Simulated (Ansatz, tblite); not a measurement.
Forces on the cluster Be3S2 at its r2SCAN-D4/def2-TZVP geometry. The state is a singlet with charge 0.

The xTB rows come from tblite. The restricted singlet is unstable towards broken spin symmetry at other levels; at PBE-D4/def2-TZVP this wasn't settled. The geometry of the singlet was relaxed on an unsound state (restricted singlet, unstable towards broken spin symmetry at other levels and untested here). Another isomer (singlet) lies 1.51 eV lower at PBE0-D4/def2-TZVP; other spin states weren't run for this one.

GFN1-xTB (tblite), largest force 0.30 eV/Å:

```xyz
5
positions Å, forces eV/Å
Be    1.195   -0.311   -0.231    0.290   -0.075   -0.056
Be   -0.326    0.446    1.127   -0.079    0.108    0.274
Be   -0.868   -0.135   -0.897   -0.210   -0.033   -0.217
S    -0.283   -1.456    0.494   -0.035   -0.178    0.060
S     0.283    1.456   -0.494    0.034    0.178   -0.061
```

GFN2-xTB (tblite), largest force 0.62 eV/Å:

```
Be 0.586 -0.152 -0.114
Be -0.161 0.219 0.553
Be -0.426 -0.066 -0.440
S -0.079 -0.408 0.139
S 0.080 0.408 -0.138
```

PBE-D4/def2-TZVP (Ansatz), largest force 0.15 eV/Å:

```
Be 0.041 -0.011 -0.008
Be -0.011 0.016 0.039
Be -0.030 -0.005 -0.031
S -0.027 -0.139 0.047
S 0.027 0.139 -0.047
```
